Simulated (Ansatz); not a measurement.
Isolated molecules relaxed with PBE0-D4/def2-TZVP in Ansatz; ΔE leaves out vibrations. CCSD(T)/CBS adds triple-zeta CCSD(T) − MP2 to the extrapolated MP2 energy (def2 sets, frozen cores). This one scheme is used for every species. DFT in def2-TZVPP. B3LYP here is the variant with VWN-RPA as its local correlation; programs differ in this. One conformer a species, not always the lowest.

Reaction (substitution at a C–C bond): `CC1[SiH2]C1=S` + `N[SiH](O)O` → `CN[SiH](O)O` + `S=C1C[SiH2]1`

(1) Is it downhill or uphill in electronic energy at CCSD(T)/CBS, and by how much? (An estimate is asked.)

(2) What do these levels give: PBE-D4, r2SCAN-D4, B3LYP-D4, ωB97M-V, PBE, PBE0, B3LYP, HF/def2-TZVPP, SCS-MP2/def2-TZVPP, CCSD(T)/def2-TZVPP, MP2/def2-QZVPP, SCS-MP2/def2-QZVPP? (Best estimate.)

Largest T1 diagnostic among the species: 0.017.

Results:

(1) Ansatz gave: Uphill: ΔE = +11.1 kcal/mol.

(2) The calculation gave: PBE-D4 11.5, r2SCAN-D4 11.7, B3LYP-D4 10.3, ωB97M-V 10.3, PBE 11.2, PBE0 10.8, B3LYP 9.8, HF/def2-TZVPP 7.8, SCS-MP2/def2-TZVPP 11.0, CCSD(T)/def2-TZVPP 10.7, MP2/def2-QZVPP 12.6, SCS-MP2/def2-QZVPP 11.1 kcal/mol.

In def2-TZVPP, CCSD(T) changes the Hartree–Fock value by +2.9 kcal/mol (the triples alone add +0.7 kcal/mol) and MP2 by +4.6 kcal/mol.
